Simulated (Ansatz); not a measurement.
Z-matrix (Å, degrees):
```
Si
S 1 2.141
O 1 1.649 2 110.8
H 1 1.484 2 107.0 3 -122.9
H 1 1.479 2 111.1 3 116.3
Si 2 2.140 1 96.9 3 -11.3
H 3 0.965 1 116.5 2 -48.5
O 6 1.623 2 107.7 1 -176.8
O 6 1.643 2 109.4 1 65.6
O 6 1.622 2 113.2 1 -54.6
H 8 0.958 6 118.4 2 60.1
H 9 0.960 6 116.1 2 64.1
H 10 0.962 6 115.6 2 62.6
```

Total charge 0; spin multiplicity 1.

(1) List the PBE/def2-TZVPP orbital energies in eV (the Gaussian-basis code of Ansatz). (Estimate.)

Results:

(1) Computed: Occupied: -2395.45, -1781.31, -1780.69, -510.81, -510.77, -510.68, -510.43, -208.46, -154.57, -154.51, -154.41, -138.79, -138.30, -95.55, -95.54, -95.53, -95.09, -95.04, -94.99, -26.03, -25.49, -25.27, -25.08, -17.96, -14.73, -14.10, -13.27, -12.98, -11.75, -10.41, -9.82, -9.71, -9.48, -8.92, -8.72, -8.37, -8.19, -8.02, -7.65, -7.41, -6.30. Lowest empty: -0.95, -0.65, -0.16, 0.45, 0.63, 1.02, 1.17, 1.59.
